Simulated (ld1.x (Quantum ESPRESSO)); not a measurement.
## Before and after: TM semilocal potential for Ca

ld1.x (Quantum ESPRESSO) 7.5 input, shortened:

```
&input
   title='Ca', zed=20., rel=1, dft='PBE', iswitch=3,
   config='[Ar] 3d0.5 4s1.5 4p0'
 /
 &inputp
   pseudotype=1, tm=.true., lloc=1,
   nlcc=.true., rcore=1.45
 /
3
4S  1  0   1.50   0.00  3.65  3.65  0.0
3D  3  2   0.50   0.00  2.65  2.65  0.0
4P  2  1   0.00   0.00  2.85  2.85  0.0
 &test
   configts(1)='3d0.5 4s1.5 4p0'
 /
```

Change: all radii but the core radius scaled by about 1.11 (s 4.06, p 3.16, d 2.94 bohr).

Cutoffs: the cutoffs (Ry, on a coarse ladder) from which the occupation-weighted sum of valence levels, in a spherical-Bessel basis at the reference potential, stays within 10 and 1 mRy of its value at 400 Ry; they do not see the model core or the augmentation charge, which bear on the density cutoff. Errors are all-electron minus pseudo energies relative to the spin-unpolarised reference configuration.

**Question.** What does the change do?

**Answer.** The potential gets softer (21 Ry and 30 Ry → 18 Ry and 25 Ry); of the 7 tests that both files solve, the error grows in 2 and shrinks in 5 by more than 15 % and 0.3 meV (median size 22.5 → 7.8 meV); neither file shows a bound ghost. A larger radius leaves more room for a smooth pseudo-wave, so fewer plane waves are needed. A semilocal file is local in each channel, so a ghost entry of none says nothing of the separable form that plane-wave codes build from it.

| quantity | base | changed |
| --- | --- | --- |
| cutoff, loose | 21 Ry | 18 Ry |
| cutoff, tight | 30 Ry | 25 Ry |
| loose cutoff by channel (10 mRy a level) | s 6 Ry, d 25 Ry | s 6 Ry, d 21 Ry |
| bound ghosts | none | none |
| error for 3d0 4s2 4p0, meV [ΔE -1.05 eV] | -23 | -6.0 |
| error for 3d0 4s1 4p0, meV [ΔE 5.26 eV] | -27 | -7.8 |
| error for 3d0 4s1.5 4p0, meV [ΔE 1.45 eV] | -22 | -3.7 |
| error for 3d0 4s0 4p2, meV [ΔE 3.90 eV] | -40 | -82 |
| error for 3d0 4s0 4p1, meV [ΔE 8.30 eV] | -22 | -72 |
| error for 3d1 4s1 4p0, meV [ΔE 1.23 eV] | -12 | -6.1 |
| error for 3d1 4s0 4p0, meV [ΔE 6.64 eV] | -36 | -13 |
